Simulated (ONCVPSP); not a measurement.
Transferability test, ONCV potential for silicon

silicon, optimised norm-conserving Vanderbilt (ONCV), made with ONCVPSP 4.0.1 (LDA (Perdew-Zunger), scalar-relativistic). Core [He], reference 2s2 2p6 3s2 3p2. Waves: 2s+3s: rc 0.80 bohr, ncon 5, nbas 8, qcut 18.1 1/bohr, 2 projectors; 2p+3p: rc 1.15 bohr, ncon 4, nbas 8, qcut 10 1/bohr, 2 projectors. Local part: polynomial inside 0.65 bohr (lpopt 5, dvloc0 -1 Ha). Core correction: Teter function, fcfact 5.25, rcfact 1.75.

Energies are relative to the spin-unpolarised reference configuration 2s2 2p6 3s2 3p2; without spin polarisation the order of configurations can differ from experiment.

| valence configuration | charge | ΔE all-electron (eV) | error AE − PS (meV) |
| --- | --- | --- | --- |
| 2s2 2p6 3s2 3p0 | +2 | 23.943 | +3.1 |
| 2s2 2p6 3s1 3p0 | +3 | 58.088 | +3.2 |
| 2s2 2p6 3s2 3p1.5 | +0.5 | 2.965 | 0.0 |

Problem. What are ΔE and the potential's error for 2s2 2p6 3s2 3p1?

Solution. ΔE = 7.829 eV all-electron; the error (AE − PS) is +0.3 meV.
